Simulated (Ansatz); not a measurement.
Cost and result up the ladder for cis-OsCl2(PF3)4 (P₄OsCl₂F₁₂) (19 atoms). Charge 0, multiplicity 1. Geometry: PBE-D4/def2-SVP.

```tsv
atom	x (Å)	y (Å)	z (Å)
Cl1	0.7616	0.3320	-2.6677
Cl2	-2.0019	1.6253	-1.0867
F3	-1.3921	1.7008	2.2636
F4	-0.5468	-0.4970	2.8283
F5	-2.6624	-0.2822	1.6688
F6	2.4508	-0.5532	1.4976
F7	2.6966	-1.5662	-0.6898
F8	1.1508	-2.5242	0.9098
F9	1.1172	2.8684	1.3039
F10	0.7701	3.3683	-1.0475
F11	2.6682	2.0102	-0.3577
F12	-2.3589	-2.3567	-0.3636
F13	-0.4519	-2.7929	-1.8049
F14	-2.2225	-1.2942	-2.5421
Os15	-0.1263	0.2047	-0.3936
P16	-1.1738	0.2800	1.5740
P17	1.5388	-1.0954	0.2961
P18	1.0987	2.1354	-0.1137
P19	-1.3162	-1.5629	-1.2748
```

Ansatz on 2 threads of AMD EPYC 7R13 on a shared host and a share (18 GiB) of an NVIDIA H100 80GB HBM3. Times are rough, and most runs start from the orbitals of an earlier one. CAM-B3LYP-D4/def2-TZVP serves as the yardstick here, not as an exact answer. Differences are given only for rows in sets of like size (and for xTB, whose basis is part of the method), since another set adds its own error. Binding counts from free atoms at the same level (Cl doublet, F doublet, Os quintet, P quartet; other spins of the atoms weren't run), without zero-point energy or a counterpoise term.

In the def2 sets Os takes a core potential; there is no spin–orbit coupling. Correlated methods freeze 42 core orbitals; core or outer-core shells of Os are correlated, in sets that lack core-valence functions. The rows differ in basis, and correlated rows in double-zeta sets carry the largest basis error. Single mean-field runs in def2-TZVP are fitted with def2-universal-jkfit. No other spin state of charge 0 was run.

Correlated methods converge slowly with the basis, most of all in double-zeta sets.

```csv
level,functions,wall time,binding energy per atom (eV),difference from CAM-B3LYP-D4/def2-TZVP (eV)
PBE-D4/def2-SVP,308,3 s,4.18,–
PBE0-D4/def2-SVP,308,3.9 s,3.90,–
MP2/def2-SVP,308,3.9 s,3.78,–
PBE0-D4/def2-TZVP,634,4.6 s,4.05,-0.02
PBE-D4/def2-TZVP (with forces),634,4.7 s,4.28,0.21
CAM-B3LYP-D4/def2-TZVP,634,5.5 s,4.07,0.00
RPA@PBE/def2-SVP,308,5.5 s,3.18,–
r2SCAN-D4/def2-TZVP,634,5.5 s,4.12,0.05
```
